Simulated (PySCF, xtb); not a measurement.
BClBr2, SMILES ClB(Br)Br.

Coordinates come from a PBE0-D3(BJ)/def2-SVP optimisation.

The numbers are results of IEF-PCM-PBE0/def2-SVP in PySCF, not measurements.

The values are the electrostatic part of the solvation free energy, E(continuum) − E(gas) at the gas-phase geometry, in a cavity of scaled van der Waals radii (PySCF's table); cavitation and dispersion terms are not included. In vacuum the orbital gap is 6.55 eV. The dipole moment in vacuum is 0.03 D.

Computed values in water (ε = 78.36), toluene (ε = 2.37), acetone (ε = 20.49):
| solvent | ε | ΔG(elec) (kcal/mol) | dipole (D) | gap (eV) |
|---|---|---|---|---|
| water | 78.36 | -0.6 | 0.04 | 6.62 |
| toluene | 2.37 | -0.3 | 0.03 | 6.58 |
| acetone | 20.49 | -0.6 | 0.03 | 6.62 |

For comparison, GFN2-xTB/ALPB(water) (xtb, at the GFN2-xTB geometry, all terms of that model) gives -0.1 kcal/mol.
